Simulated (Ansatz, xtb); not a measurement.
Isomers of C5H4F3NO in order of energy

8 gas-phase structures of C5H4F3NO, from a drawn sample of its isomers (lower ones may exist). Each was relaxed with GFN2-xTB:

A. `N#C[C@@H]1OC[C@@H]1C(F)(F)F`, a singlet
B. `N#CC1(C(F)(F)F)COC1`, a singlet
C. `N#C[C@@H]1CO[C@@H]1C(F)(F)F`, a singlet
D. `N#C[C@@]1(C(F)(F)F)CCO1`, a singlet
E. `N#C[C@@H]1C[C@@H](C(F)(F)F)O1`, a singlet
F. `N#C[C@@H]1CO[C@H]1C(F)(F)F`, a singlet
G. `N#C[C@@H]1OC[C@H]1C(F)(F)F`, a singlet
H. `N#C[C@@H]1C[C@H](C(F)(F)F)O1`, a singlet

Q: Estimate their order in r2SCAN-D4/def2-SVP energy at these geometries, lowest first.

A: Calculated order at r2SCAN-D4/def2-SVP: E (0.000), F (0.009), H (0.024), G (0.057), C (0.074), D (0.117), A (0.139), B (0.148) eV. Less than 1 kcal/mol parts E and F; F and H; H and G; G and C; C and D; D and A; A and B, so the order within those pairs means little.

Energies above the lowest of each column, in eV; the last columns are at PBE-D3(BJ)/def2-SVP geometries and were run for some of them only (a dash: not run or not comparable):

```csv
structure,GFN2-xTB,HF/STO-3G,r2SCAN-D4/def2-SVP,PBE-D3(BJ)/def2-SVP,CCSD(T)/def2-SVP + ΔMP2/def2-TZVPP
E,0.026,0.000,0.000,0.000,0.000
F,0.000,0.043,0.009,0.008,0.010
H,0.054,0.012,0.024,0.023,0.026
G,0.045,0.031,0.057,0.051,0.063
C,0.052,0.090,0.074,0.058,0.074
D,0.120,0.068,0.117,0.121,0.130
A,0.098,0.081,0.139,–,–
B,0.073,0.126,0.148,–,–
```

CCSD(T)/def2-SVP + ΔMP2/def2-TZVPP has E and F and H within 1 kcal/mol of each other at the bottom, and every level picks one of them. Frequencies (GFN2-xTB) were run for C, D, E, F, G, H alone. ΔMP2 is the change of the MP2 energy from the smaller to the larger basis.

Over these structures GFN2-xTB departs from r2SCAN-D4/def2-SVP by 0.025 eV on average once a common shift is removed. A GFN2-xTB relaxation took about 0.35 s and the r2SCAN-D4/def2-SVP energy about 8 s on a shared host (Ansatz 0.2.0, xtb 6.7.1).
